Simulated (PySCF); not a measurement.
## Fractional electron number in V⁺ (vanadium, charge +1)

The 3d alpha orbital of [Ar] 3d4 is emptied in steps (occupation f), with all orbitals relaxed, ending at [Ar] 3d3. Calculation: PySCF 2.14, in aug-cc-pVDZ; no relativity, point nucleus. The exact energy is a straight line in f; departures are measured from the line between the end points of the same method.

```
  f  LDA (eV)  PBE (eV)
  1     0.000     0.000
0.8    -0.994    -0.965
0.6    -1.522    -1.475
0.4    -1.550    -1.501
0.2    -1.051    -1.017
  0     0.000     0.000
```

```tsv
method	E(f=0) − E(f=1) (eV)	−ε at f=1 (eV)	−ε at f=0.4 (eV)
LDA	15.754	9.672	16.908
PBE	15.404	9.497	16.531
```

Orbital energy along the path (eV):

```
  f      LDA      PBE
  1   -9.672   -9.497
0.8  -11.921  -11.694
0.6  -14.339  -14.042
0.4  -16.908  -16.531
0.2  -19.609  -19.139
  0  -22.430  -21.852
```

Reference removal energy between the ground levels: 14.634 ± 0.007 eV (measured; NIST Atomic Spectra Database, ionization energies). The calculation has no spin-orbit coupling. The determinant left behind need not be the lowest term of the ion.
